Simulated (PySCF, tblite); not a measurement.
Isomers of [C8H10]+ (charge +1 and doublet state), one GFN2-xTB conformer each. Single-point energies are computed at B3LYP/pcH-1 (PySCF, gas phase, no added dispersion term), electronic only. GFN2-xTB treats the open shell by occupation alone, and not every SCF solution was tested for stability.

Problem. Rank them by B3LYP/pcH-1 energy, lowest first (kcal/mol).
A. `[CH2:1]=[CH:2][CH2:3][C:4]#[C:5][CH2:6][CH:7][CH2+:8]` (charge +1 and doublet state) with C1–C2–C3–C4 -175°, C5–C6–C7–C8 -171°, C6–C7–C8–H 0° and 180°
B. `[CH2:1]=[C:2]([CH3:3])[C:4]1=[CH:5][C@@H:6]1[CH:7][CH2+:8]` (charge +1 and doublet state) with C1–C2–C4–C5 168°, C5–C6–C7–C8 158°, C6–C7–C8–H -3° and 176°
C. `[CH3:1][CH2:2][C+:3]1[CH:4][CH:5]=[CH:6][CH:7]=[CH:8]1` (charge +1 and doublet state) with C1–C2–C3–C4 -5°

Solution. C (0.0), B (68.7), A (73.1).

Neighbours under 5.0 kcal/mol apart (C=C(C)C1=C[C@@H]1[CH][CH2+] and C=CCC#CC[CH][CH2+]) can change places with a better method, another conformer or zero-point energy. GFN2-xTB itself gives, in the same order: 0.0, 68.4, 64.1. Both levels put the same isomer lowest; measured from each level's own lowest isomer, the values differ by up to 9.0 kcal/mol (C=CCC#CC[CH][CH2+]: 64.1 against 73.1).

Problem. What happens when harmonic zero-point energies from GFN2-xTB frequencies are added?

Solution. 
| SMILES | ZPE (kcal/mol) | electronic (kcal/mol) | with ZPE (kcal/mol) |
| --- | --- | --- | --- |
| CC[C+]1[CH]C=CC=C1 | 93.1 | 0.0 | 0.0 |
| C=C(C)C1=C[C@@H]1[CH][CH2+] | 90.4 | 68.7 | 66.1 |
| C=CCC#CC[CH][CH2+] | 89.6 | 73.1 | 69.7 |

The zero-point energies span 3.5 kcal/mol. The order is unchanged.
